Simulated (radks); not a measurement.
All-electron atom: Br17+ in [Ar] (the NIST ground configuration). Method: scalar-relativistic Kohn-Sham, r2SCAN, spin-unpolarised, spherical densities, finite nucleus; meta-GGA in the generalised Kohn-Sham scheme; Fermi nuclear charge, rms radius 4.1629 fm; computed with a radial shooting solver on a logarithmic mesh with Libxc functionals. Some entries of the table are withheld. Estimate them.

orbital  occ.  eigenvalue (Ry)  <r> (bohr)
1s          2              (1)     0.04277
2s          2        -174.3735      0.1880
2p          6              (2)      0.1642
3s          2        -56.39669      0.4906
3p          6        -51.44480         (3)

Answer. 
(1) 1s eigenvalue (Ry): -1027.360
(2) 2p eigenvalue (Ry): -159.2811
(3) 3p <r> (bohr): 0.4841
